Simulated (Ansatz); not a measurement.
Consider the formal exchange of groups at a B–C bond: `BC[SiH2]S[SiH3]` + `F[SiH2]O[SiH3]` → `B[SiH2]O[SiH2]F` + `C[SiH2]S[SiH3]`.

Calculated with Ansatz (gas phase, PBE0-D4/def2-TZVP geometries, no zero-point term in ΔE). CBS: MP2 limit from def2 TZ/QZ plus the TZ coupled-cluster correction, frozen cores. Functionals use def2-TZVPP. B3LYP here is the variant with VWN-RPA as its local correlation; programs differ in this. One conformer a species, not always the lowest.

`BC[SiH2]S[SiH3]`:

```xyz
14

B    -1.328   -1.181    0.107
C    -1.478    0.103   -0.753
Si   -0.526    1.336    0.293
S     0.767    0.247    1.630
Si    2.209   -0.392    0.182
H    -0.529   -2.026   -0.178
H    -2.036   -1.360    1.056
H    -2.501    0.486   -0.811
H    -1.032    0.050   -1.747
H     0.271    2.282   -0.529
H    -1.435    2.084    1.195
H     2.635   -1.768    0.533
H     1.601   -0.375   -1.173
H     3.384    0.514    0.194
```

`F[SiH2]O[SiH3]`:

Cartesian coordinates in Å:
```
F 0.691 0.034 2.349
Si 0.484 1.002 1.099
O -0.409 0.256 -0.022
Si -0.552 -0.937 -1.139
H -0.246 2.195 1.570
H 1.829 1.315 0.566
H -1.464 -0.462 -2.206
H -1.113 -2.152 -0.499
H 0.780 -1.250 -1.718
```

`B[SiH2]O[SiH2]F`:

Cartesian coordinates in Å:
```
B 0.089 1.888 0.788
Si 1.051 0.644 -0.454
O 0.418 -0.879 -0.542
Si -0.843 -1.806 -0.142
F -2.191 -1.130 -0.665
H -0.861 1.574 1.443
H 0.485 3.012 0.893
H 2.468 0.513 -0.010
H 1.055 1.223 -1.827
H -0.966 -1.924 1.329
H -0.704 -3.114 -0.813
```

`C[SiH2]S[SiH3]`:

```xyz
12

C    -1.601   -0.481   -1.734
Si   -0.252   -0.565   -0.453
S    -0.084    1.377    0.440
Si    1.497    0.955    1.808
H    -1.359    0.257   -2.501
H    -2.552   -0.204   -1.275
H    -1.722   -1.454   -2.217
H     1.052   -0.941   -1.064
H    -0.568   -1.567    0.601
H     2.722    0.520    1.089
H     1.764    2.215    2.542
H     1.103   -0.112    2.764
```

```json
{"level": "PBE0-D4", "ΔE (kJ/mol)": "41.7", "difference from CCSD(T)/CBS": "-1.3"}
{"level": "B3LYP-D4", "ΔE (kJ/mol)": "40.8", "difference from CCSD(T)/CBS": "-2.2"}
{"level": "ωB97M-V", "ΔE (kJ/mol)": "47.6", "difference from CCSD(T)/CBS": "4.6"}
{"level": "r2SCAN", "ΔE (kJ/mol)": "41.5", "difference from CCSD(T)/CBS": "-1.5"}
{"level": "PBE0", "ΔE (kJ/mol)": "37.2", "difference from CCSD(T)/CBS": "-5.8"}
{"level": "B3LYP", "ΔE (kJ/mol)": "32.1", "difference from CCSD(T)/CBS": "-10.9"}
{"level": "MP2/def2-TZVPP", "ΔE (kJ/mol)": "52.3", "difference from CCSD(T)/CBS": "9.3"}
{"level": "SCS-MP2/def2-TZVPP", "ΔE (kJ/mol)": "46.5", "difference from CCSD(T)/CBS": "3.5"}
{"level": "SCS-MP2/def2-QZVPP", "ΔE (kJ/mol)": "46.1", "difference from CCSD(T)/CBS": "3.1"}
{"level": "CCSD/CBS(def2)", "ΔE (kJ/mol)": "39.5", "difference from CCSD(T)/CBS": "-3.5"}
{"level": "CCSD(T)/CBS", "ΔE (kJ/mol)": "43.0", "difference from CCSD(T)/CBS": "0"}
```

Largest T1 diagnostic among the species: 0.012.

The D4 term adds +8.6 kJ/mol with B3LYP and +4.5 kJ/mol with PBE0; it sums over pairs of atoms, weighted by their polarisabilities, and B3LYP, whose exchange is more repulsive, gets the larger term. In def2-TZVPP, CCSD(T) changes the Hartree–Fock value by +16.0 kJ/mol (the triples alone add +3.6 kJ/mol) and MP2 by +25.0 kJ/mol.
